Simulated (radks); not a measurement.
Lu3+, 68 electrons, occupied as [Kr] 4d10 4f14 5s1 5p6 5f1 (not the ground configuration). Method: scalar-relativistic Kohn-Sham, PBEsol, spin-unpolarised, spherical densities, point nucleus; computed with a radial shooting solver on a logarithmic mesh with Libxc functionals.

Unscreened Slater integrals over Kohn-Sham orbitals (hartree). Empty in this configuration: 5d.

| integral | value |
|---|---|
| F0(5f,5f) | 0.21164 |
| F2(5f,5f) | 0.11435 |
| F4(5f,5f) | 0.075854 |
| F6(5f,5f) | 0.055946 |
| F0(5f,4f) | 0.27617 |
| F2(5f,4f) | 0.024382 |
| F4(5f,4f) | 0.0086524 |
| F6(5f,4f) | 0.0052489 |
| G0(5f,4f) | 0.0089648 |
| G2(5f,4f) | 0.0083201 |
| G4(5f,4f) | 0.0058459 |
| G6(5f,4f) | 0.0043619 |
| F0(5f,5p) | 0.26843 |
| F2(5f,5p) | 0.052236 |
| G2(5f,5p) | 0.014249 |
| G4(5f,5p) | 0.0099289 |
| F0(5f,5s) | 0.27013 |
| G3(5f,5s) | 0.0057299 |
| F0(5f,5d) | 0.26233 |
| F2(5f,5d) | 0.081415 |
| F4(5f,5d) | 0.041748 |
| G1(5f,5d) | 0.061749 |
| G3(5f,5d) | 0.037590 |
| G5(5f,5d) | 0.026472 |
| F0(4f,4f) | 1.3257 |
| F2(4f,4f) | 0.62492 |
| F4(4f,4f) | 0.39099 |
| F6(4f,4f) | 0.28097 |
| F0(4f,5p) | 0.81339 |
| F2(4f,5p) | 0.27263 |
| G2(4f,5p) | 0.13660 |
| G4(4f,5p) | 0.10650 |
| F0(4f,5s) | 0.91412 |
| G3(4f,5s) | 0.16307 |
| F0(4f,5d) | 0.61491 |
| F2(4f,5d) | 0.15423 |
| F4(4f,5d) | 0.075492 |
| G1(4f,5d) | 0.071268 |
| G3(4f,5d) | 0.058482 |
| G5(4f,5d) | 0.044694 |
| F0(5p,5p) | 0.67469 |
| F2(5p,5p) | 0.36526 |
| F0(5p,5s) | 0.72096 |
| G1(5p,5s) | 0.48218 |
| F0(5p,5d) | 0.55325 |
| F2(5p,5d) | 0.27230 |
| G1(5p,5d) | 0.32194 |
| G3(5p,5d) | 0.19948 |
| F0(5s,5s) | 0.78164 |
| F0(5s,5d) | 0.57511 |
| G2(5s,5d) | 0.20467 |
| F0(5d,5d) | 0.48391 |
| F2(5d,5d) | 0.25539 |
| F4(5d,5d) | 0.16966 |

Derived for the open shells (J is the average intra-shell exchange parameter used in DFT+U). 5f: F4/F2 = 0.663, F6/F2 = 0.489, J = (286 F2 + 195 F4 + 250 F6)/6435 = 0.009554 hartree.
